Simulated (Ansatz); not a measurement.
Geometry optimisation, UKS PBE0-D4/def2-mTZVP (Ansatz).

Input:

```yaml
crystal:
  periodic: [false, false, false]
  atoms:
    - { symbol: Ge, position_ang: [-0.219875, -0.297933, 0.233728] }
    - { symbol: H, position_ang: [0.556123, -0.809333, 2.831811] }
    - { symbol: H, position_ang: [1.30513, -0.010445, 0.204741] }
    - { symbol: H, position_ang: [-1.049637, 1.01123, 0.200516] }
    - { symbol: F, position_ang: [-0.491565, -0.955225, -1.410782] }
    - { symbol: "N", position_ang: [0.042518, 0.058614, 2.611798] }
    - { symbol: H, position_ang: [-0.813309, 0.053904, 3.157279] }
    - { symbol: H, position_ang: [0.610914, 0.843088, 2.919109] }
magnetization:
  spin_polarized: true
  initial_magnetization: 1
basis:
  gaussian: { orbitals: def2-mTZVP }
hamiltonian:
  xc: pbe0
  dispersion: d4
relax:
  f_tol: 0.03
  max_steps: 50
```

Run as:

```bash
$ ansatz run input.yaml --threads 4 --pin off --max-ram 5120MiB --backend cpu --events-out ev --progress --plain --runs-dir out
```

Problem. Where does it end, and by what steps?

Solution. The run converged. After 4 steps the energy has fallen by 0.046 eV; H2 moved furthest, 0.24 Å.

```tsv
step	energy less start (eV)	largest force component (eV/Å)	accepted
0	0.0000	0.736	yes
1	-0.0242	0.630	yes
2	-0.0189	0.364	no
3	-0.0414	0.246	yes
4	-0.0456	0.027	yes
```

```xyz
8
Properties=species:S:1:pos:R:3
Ge -0.212 -0.334 0.167
H 0.593 -0.756 3.066
H 1.314 -0.055 0.136
H -1.031 0.982 0.250
F -0.528 -0.866 -1.508
N 0.069 0.007 2.649
H -0.829 0.049 3.122
H 0.565 0.867 2.866
```

Whether the end is a true minimum wasn't checked by a vibrational analysis.

The run took 16 s on 4 threads of AMD EPYC 7R43 64-Core Processor (Zen 3), on a shared host, peak memory 0.26 GiB.
